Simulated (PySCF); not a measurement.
**How methods differ on the ionisation energy of S²⁺**

S²⁺ [Ne] 3s2 3p2 (3P) → S³⁺ [Ne] 3s2 3p1 (2P), as a difference of total energies. Computed with PySCF 2.14 in aug-cc-pCVTZ-DK with one added diffuse shell each of s, p, d, f type (9s8p6d4f, 91 functions), with the spin-free X2C one-electron Hamiltonian (Gaussian nucleus). Correlated levels: valence: [Ne] frozen. The calculations carry no spin-orbit coupling.

```tsv
method	ionisation energy (eV)
UHF	34.150
MP2 (valence)	34.636
SCS-MP2 (valence)	34.539
CCSD (valence)	34.681
CCSD(T) (valence)	34.713
```

Problem. How much does correlation contribute at CCSD(T) (valence)?

Solution. 34.713 − (34.150) = 0.563 eV, measured against UHF.

A first-order spin-orbit estimate (lowest level to lowest level, LS coupling) adds -0.009 eV.

Errors of the correlated levels include the incompleteness of this basis and the frozen core.

For comparison: 34.86 ± 0.04 eV (semi-empirical (NIST evaluation); NIST Atomic Spectra Database, ionization energies).
